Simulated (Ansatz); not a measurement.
```yaml
crystal:
  periodic: [false, false, false]
  atoms:
    - {symbol: N, position_ang: [-1.376130, 0.752714, -0.261757]}
    - {symbol: Si, position_ang: [0.121749, 0.515519, -0.708681]}
    - {symbol: Si, position_ang: [0.985565, -0.754007, 0.802155]}
    - {symbol: Cl, position_ang: [-0.286601, -2.139295, 1.132719]}
    - {symbol: H, position_ang: [-1.880193, 0.027520, 0.021359]}
    - {symbol: H, position_ang: [-1.904455, 1.379266, -0.694285]}
    - {symbol: H, position_ang: [0.763449, 1.724047, -0.757653]}
    - {symbol: H, position_ang: [0.307109, -0.085269, -1.932479]}
    - {symbol: H, position_ang: [1.196706, -0.113211, 1.989932]}
    - {symbol: H, position_ang: [2.149346, -1.354480, 0.411358]}
basis:
  gaussian: {orbitals: pcseg-2}
hamiltonian: {xc: {name: PBE0}, dispersion: d2}
output: {forces: true}
```

```sh
$ ansatz run in.yaml --threads 2 --pin off --events-out ev --progress --plain --max-ram 4352MiB
```

(1) How does Ansatz answer? (Estimate.)

Answers

(1) The calculation gave: The input was rejected before any iteration.
```
Error: YAML parse error: error: line 16 column 45: hamiltonian.dispersion: `d2` is not `none`, `rvv10`, `d3bj`, `d3bjatm`, `d4` or a map `{method: …, s8: …, a1: …, a2_bohr: …}` (numbers without units, a2 in bohr) or `{method: …, functional: …}`
14 | basis:
15 |   gaussian: {orbitals: pcseg-2}
16 | hamiltonian: {xc: {name: PBE0}, dispersion: d2}
17 | output: {forces: true}
```
